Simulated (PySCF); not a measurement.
Telling isomers of C7H5F3O apart by NMR

Fast rotation and ring inversion assumed for equivalent nuclei, single conformer, no solvent model, relativity neglected. NMR shieldings at PBE0/pcSseg-1/GIAO; J couplings at B3LYP/pcJ-1 (spin–dipole term left out of most H,H and C,H couplings); structure optimised with PBE0-D3(BJ)/def2-SVP; PySCF.

Referencing at the same level of theory: $^{1}$H, $^{13}$C against TMS. Multiplet labels drop J under 1 Hz and among equivalent protons, and merge close values. Unscaled 3J(H,H) run several per cent high. One-bond C–F couplings are unscaled and too large by tens of Hz. Shifts are as computed. Against solution values, carbons near 30 ppm lie about +2 ppm off and those near 130 ppm about +5 ppm (rms about the fit 1.9 ppm; single classes can miss by 10 ppm). Of 1328 compounds with measured shifts, 309 miss one by over three times the rms of a fit or turn the order of signals round; such compounds aren't used in these exercises. Signals without a measured value on file couldn't be tested in this way; 1H shifts scatter by 0.2 ppm about their fit, and single ones miss by 0.5 ppm.

(1) Tabulate the signals of `FC1=C(C(F)F)[C@@H]2C=C[C@H]1O2`, `FC(F)(F)Oc1ccccc1` and their relative energies.

(2) What is the quickest way to tell FC1=C(C(F)F)[C@@H]2C=C[C@H]1O2 from FC(F)(F)Oc1ccccc1?

Results:

(1) 
```tsv
SMILES	carbon types	δC	δH	E rel. (kcal/mol)
FC1=C(C(F)F)[C@@H]2C=C[C@H]1O2	2×C 5×CH	193.5, 160.6, 151.1, 126.4, 111.1, 83.8, 83.4	7.67 (ddd, 1H), 7.36 (dd, 1H), 6.57 (dd, 1H), 5.37 (m, 1H), 4.78 (m, 1H)	71.8
FC(F)(F)Oc1ccccc1	2×C 5×CH	155.5, 135.5, 129.2, 126.7, 121.2	7.52 (dd, 2H), 7.29 (dq, 2H), 7.28 (t, 1H)	0.0
```

Energies are electronic energies at PBE0/pcSseg-1 on these geometries, without zero-point or thermal terms, each for the one conformer computed, which needn't be the lowest.

(2) Count the carbon signals: 7 against 5. The first has a fully substituted alkene carbon (C) at 193.5 ppm, the second an aromatic carbon bearing oxygen (C) at 155.5 ppm.
